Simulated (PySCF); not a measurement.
**Shapes and spin states of GeN₂**

Level of theory: PBE0/[Ge def2-TZVP, N def2-TZVP], no relativity, density fitting, PySCF.

Relaxations began from a few typed shapes and spin states; open shells are unrestricted. The search is not exhaustive: other isomers or separated fragments can lie lower, and high-lying points may rest on an excited occupation.

(1) Order these stationary points by electronic energy, lowest first, in kJ/mol from the lowest minimum.
A. singlet (closed shell, unstable to spin polarisation) D∞h: Ge–N 1.700 Å (×2); N–Ge–N 180.0°
B. triplet (⟨S²⟩ 2.25) D∞h: Ge–N 1.715 Å (×2); N–Ge–N 180.0°
C. broken-symmetry Ms = 0 (⟨S²⟩ 1.12) D∞h: Ge–N 1.707 Å (×2); N–Ge–N 180.0°

(2) Which of them are minima?

Answers

(1) B (0.0), C (48.0), A (157.2).

(2) By energy in kJ/mol, 0.0: minimum; 48.0: minimum; 157.2: minimum of the closed-shell surface only.

For the lowest minimum: the determinant is spin-contaminated (⟨S²⟩ = 2.25, pure value 2.00).

The electron or spin density has lower symmetry than the nuclear frame for the broken-symmetry Ms = 0 (⟨S²⟩ 1.12) D∞h at 48.0 kJ/mol, singlet (closed shell, unstable to spin polarisation) D∞h at 157.2 kJ/mol.
